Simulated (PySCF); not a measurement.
C₄H₄ClF. Atoms are numbered in the order given.

```xyz
10

C      2.5153    -0.2036    -1.5436
C      1.4126    -0.4155    -0.8589
C      0.2830    -0.6018    -0.1944
F      0.1841    -1.5367     0.7805
C     -0.9784     0.1540    -0.4356
Cl    -1.4330     1.1875     0.9862
H      2.7266    -0.7397    -2.4870
H      3.2797     0.5167    -1.1986
H     -1.8225    -0.5469    -0.5926
H     -0.8746     0.8133    -1.3160
```

Geometry: PBE-D3(BJ)/def2-SVP. This is a generated structure with no PubChem entry under its InChIKey; it may be hypothetical. Other conformers were not sampled.

Calculation: PBE-D3(BJ)/def2-SVP run with PySCF.

Frequencies are harmonic and unscaled.

Computed vibrational spectrum:
| mode | ν (cm⁻¹) | IR (km/mol) | moving atoms (share of kinetic energy) |
|---|---|---|---|
| 1 | 65 | 0.7 | C 42 %, Cl 27 %, H 15 %, F 15 % |
| 2 | 161 | 0.8 | C 34 %, Cl 28 %, F 27 %, H 11 % |
| 3 | 170 | 1.5 | C 45 %, F 25 %, H 19 %, Cl 11 % |
| 4 | 268 | 4.0 | C 64 %, H 25 % |
| 5 | 379 | 2.7 | C 44 %, F 27 %, H 27 % |
| 6 | 494 | 7.0 | C 65 %, H 17 %, Cl 16 % |
| 7 | 601 | 24.3 | C 68 %, F 18 %, H 14 % |
| 8 | 618 | 5.1 | H 74 %, C 21 % |
| 9 | 709 | 48.7 | C 74 %, Cl 16 %, H 10 % |
| 10 | 787 | 22.2 | C 61 %, F 25 %, H 14 % |
| 11 | 870 | 20.8 | H 70 %, C 27 % |
| 12 | 875 | 16.8 | H 58 %, C 35 % |
| 13 | 959 | 0.2 | H 66 %, C 34 % |
| 14 | 1099 | 18.0 | H 87 %, C 9 % |
| 15 | 1190 | 28.1 | H 64 %, C 32 % |
| 16 | 1242 | 139.6 | C 63 %, H 28 %, F 8 % |
| 17 | 1284 | 19.3 | H 62 %, C 35 % |
| 18 | 1382 | 16.7 | H 88 %, C 12 % |
| 19 | 1431 | 31.6 | C 57 %, H 42 % |
| 20 | 2032 | 8.2 | C 99 % |
| 21 | 3013 | 6.8 | H 94 % |
| 22 | 3038 | 4.3 | H 95 % |
| 23 | 3099 | 1.3 | H 90 %, C 10 % |
| 24 | 3120 | 0.2 | H 89 %, C 11 % |
